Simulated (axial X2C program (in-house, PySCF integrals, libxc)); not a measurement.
# Working with the constants of BeI⁺

A bond curve at the CCSD(T) level, two-component, was computed with an in-house relativistic program for diatomic molecules (basis I dyall-cv3z [11s12p8d4f1g], Be dyall-cv3z [8s8p3d1f] (cores contracted in-house)) for the state Ω = 0 (closed shell). Its fit gives Re = 2.0843 Å, ωe = 736.2 cm⁻¹, ωexe = 4.15 cm⁻¹ and αe = 3.344e-03 cm⁻¹; the masses are 126.9045 and 9.0122 u. Two-component means X2C with spin–orbit coupling and atomic mean-field Coulomb and Gaunt terms.

Correlated methods: 8 electrons correlated (number of frozen shells: I 4 s, 3 p, 2 d; Be 1 s), 226 virtual spin orbitals or spinors in MP2, 90 natural virtuals in coupled cluster.

Problem. Find the reduced mass, Be and the force constant.

Solution. From the CCSD(T) values: μ = 8.4146 u. Be = 16.8576/(μ Re²) = 0.4611 cm⁻¹. k = 5.8918×10⁻⁷ μ ωe² = 2.69 mdyn/Å.

Problem. Estimate De from a Morse curve and compare with the computed well depth of 3.263 eV to I + Be+.

Solution. De(Morse) = ωe²/(4ωexe) = 4.048 eV against 3.263 eV computed, a ratio of 1.24. The extrapolation overshoots: the well softens faster than a Morse curve, or the lowest atomic limit lies below the one to which the curve heads.

Problem. Give B0, the J = 1←0 line in GHz and the most populated J at 300 K (kT = 208.5 cm⁻¹).

Solution. B0 = Be − αe/2 = 0.4595 cm⁻¹; 2B0 = 27.55 GHz; J(max) ≈ √(kT/2B0) − 1/2 = 14.6, so J = 15.

Problem. A Morse curve ties αe to the other constants (Pekeris). How well does that hold?

Solution. αe(Morse) = 6Be²/ωe × (√(ωexe/Be) − 1) = 3.466e-03 cm⁻¹; the CCSD(T) curve gives 3.344e-03 cm⁻¹, a ratio of 1.04.

Problem. Where do the fundamental and the first overtone lie?

Solution. ν(1←0) = ωe − 2ωexe = 727.9 cm⁻¹; ν(2←0) = 2ωe − 6ωexe = 1447.5 cm⁻¹.

Occupations by symmetry block were frozen at the best pattern of an incomplete PBE0 search. Dissociation energies refer to the lowest single-determinant-based atoms at the same level and basis. Coupled cluster ran in a truncated set of natural virtual spinors; the MP2 energy of the rest was added. (T) has no such correction and the atoms are truncated less, which lowers De at CCSD(T) by a hundredth of an eV or more.
